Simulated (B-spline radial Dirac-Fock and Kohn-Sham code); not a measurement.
**X-ray form factors of tantalum in several charge states**

Level of theory: Dirac-Fock orbitals of the configuration average with a finite nucleus; an atomic code on a B-spline grid.

Configurations: Ta⁴³⁺ [Ar] 3d10 4s2; Ta⁴⁴⁺ [Ar] 3d10 4s1; Ta⁴⁵⁺ [Ar] 3d10; Ta⁴⁷⁺ [Ar] 3d8; Ta⁴⁸⁺ [Ar] 3d7. The first column is f₀ of Ta⁴³⁺, the others are differences from it.

```
s (Å⁻¹)   Ta⁴³⁺  Δ Ta⁴⁴⁺  Δ Ta⁴⁵⁺  Δ Ta⁴⁷⁺  Δ Ta⁴⁸⁺
      0  30.000   -1.000   -2.000   -4.000   -5.000
   0.05  29.979   -0.997   -1.993   -3.992   -4.991
    0.1  29.915   -0.986   -1.973   -3.966   -4.963
   0.15  29.809   -0.970   -1.940   -3.924   -4.917
    0.2  29.662   -0.947   -1.894   -3.867   -4.854
   0.25  29.474   -0.918   -1.837   -3.794   -4.774
    0.3  29.249   -0.883   -1.768   -3.707   -4.678
   0.35  28.986   -0.844   -1.690   -3.607   -4.568
    0.4  28.689   -0.800   -1.603   -3.496   -4.445
   0.45  28.358   -0.752   -1.509   -3.374   -4.310
    0.5  27.998   -0.702   -1.409   -3.244   -4.165
    0.6  27.196   -0.596   -1.198   -2.964   -3.853
    0.7  26.303   -0.486   -0.980   -2.669   -3.521
    0.8  25.341   -0.379   -0.767   -2.371   -3.182
    0.9  24.329   -0.280   -0.568   -2.081   -2.847
      1  23.287   -0.191   -0.390   -1.808   -2.528
    1.1  22.232   -0.116   -0.238   -1.558   -2.230
    1.2  21.178   -0.055   -0.116   -1.335   -1.959
    1.4  19.116   +0.021   +0.039   -0.980   -1.505
    1.6  17.168   +0.047   +0.094   -0.734   -1.166
```

Values without a named source are computed, but for edge energies of neutral atoms, which are taken from tables.
